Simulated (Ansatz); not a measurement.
Reaction (redistribution): `C[Si](C)(C)[CH2][Ga]([F])[Cl]` + `OBCl` → `[OH][Ga]([F])[Cl]` + `C[Si](C)(C)CBCl`

Computed with Ansatz on PBE0-D4/def2-TZVP structures; ΔE is electronic, products minus reactants. CBS: MP2 limit from def2 TZ/QZ plus the TZ coupled-cluster correction, frozen cores. This one scheme is used for every species. Functionals use def2-TZVPP. B3LYP here is the variant with VWN-RPA as its local correlation; programs differ in this. HSE06 is defined as in plane-wave codes. For Ga outer-core shells are correlated without core-valence functions, which leaves a few kJ/mol of doubt a bond. Scalar relativity is left out up to krypton. One conformer a species, not always the lowest.

```tsv
level	ΔE (kJ/mol)
HSE06-D4	90.4
B3LYP	88.8
MP2/def2-SVP	93.8
SCS-MP2/def2-TZVPP	82.5
```

Task: What does CCSD(T)/CBS give? (Best estimate.)

Result: The calculation gave: +90.5 kJ/mol. The listed levels differ from it by -0.1, -1.7, 3.3, -8.0 kJ/mol.

Largest T1 diagnostic among the species: 0.014.

The D4 term adds +3.5 kJ/mol with B3LYP and +2.1 kJ/mol with PBE0; it sums over pairs of atoms, weighted by their polarisabilities, and B3LYP, whose exchange is more repulsive, gets the larger term. At CCSD(T), def2-SVP lies +4.4 kJ/mol from the extrapolated value and def2-TZVPP −4.9 kJ/mol.
